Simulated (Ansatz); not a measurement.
The cluster SbF3. Charge 0, multiplicity 1. Geometry B3LYP-D4/def2-TZVP; atoms count from 1.

```xyz
4

Sb   -0.3877   -0.6088   -0.1973
F     0.0604    0.7413   -1.4600
F    -1.0345    0.6027    1.1187
F     1.3618   -0.7352    0.5385
```

In the def2 sets Sb takes a core potential; there is no spin–orbit coupling. The structure comes from a short search, and lower isomers may exist.

Q: Estimate the Mulliken populations from the PBE0/def2-TZVP orbitals of Ansatz.

A: 
| atom | charge (e) |
| --- | --- |
| Sb1 | 1.32 |
| F2 | -0.44 |
| F3 | -0.44 |
| F4 | -0.44 |
Mulliken values depend strongly on the basis.

Q: And the Mayer bond orders between heavy atoms (over 0.3)?

A: Sb1–F2 0.88 (1.90 Å); Sb1–F3 0.88 (1.90 Å); Sb1–F4 0.88 (1.90 Å).
